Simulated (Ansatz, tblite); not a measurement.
Removing an electron: SbH₃. Total charge 0; singlet. Geometry: PBE-D4/def2-TZVP. Ansatz, gas phase; energy differences of separate SCF runs; the oxidised species was run as a doublet alone.

Cartesian coordinates in Å:
```
Sb -0.726 0.061 0.126
H 0.468 -0.183 1.345
H 0.251 1.275 -0.613
H 0.006 -1.152 -0.858
```

In the def2 sets Sb takes a core potential; there is no spin–orbit coupling. The xTB rows come from tblite. Correlated methods freeze 4 core orbitals; core or outer-core shells of Sb are correlated, in sets that lack core-valence functions.

**Question.** Estimate orbital energies and vertical ionisation energies at: GFN1-xTB; GFN2-xTB; HF/def2-TZVPP; PBE-D4/def2-TZVP; BLYP-D4/def2-TZVP; r2SCAN-D4/def2-TZVP; r2SCANh-D4/def2-TZVP; PBE0-D4/def2-TZVP; r2SCAN0-D4/def2-TZVP; ωB97X-V/def2-TZVP; ωB97M-V/def2-TZVP; MP2/def2-TZVPP; CCSD/def2-TZVPP; CCSD(T)/def2-TZVPP.

**Answer.** 
```csv
level,−HOMO (eV),vertical IE (eV),−LUMO (eV),HOMO–LUMO gap (eV)
GFN1-xTB,11.73,15.82,5.77,5.97
GFN2-xTB,10.39,14.00,5.76,4.63
HF/def2-TZVPP,–,9.05,–,–
PBE-D4/def2-TZVP,6.57,9.92,0.96,5.61
BLYP-D4/def2-TZVP,6.47,9.90,0.91,5.56
r2SCAN-D4/def2-TZVP,6.83,9.94,0.71,6.11
r2SCANh-D4/def2-TZVP,7.20,9.94,0.44,6.76
PBE0-D4/def2-TZVP,7.59,9.94,0.20,7.39
r2SCAN0-D4/def2-TZVP,7.76,9.95,0.04,7.72
ωB97X-V/def2-TZVP,9.79,9.99,-1.72,11.51
ωB97M-V/def2-TZVP,9.69,9.94,-1.49,11.18
MP2/def2-TZVPP,–,10.00,–,–
CCSD/def2-TZVPP,–,9.92,–,–
CCSD(T)/def2-TZVPP,–,9.96,–,–
```

 Raw xTB energy differences between charge states are shifted by several eV; the methods need an empirical correction for them.
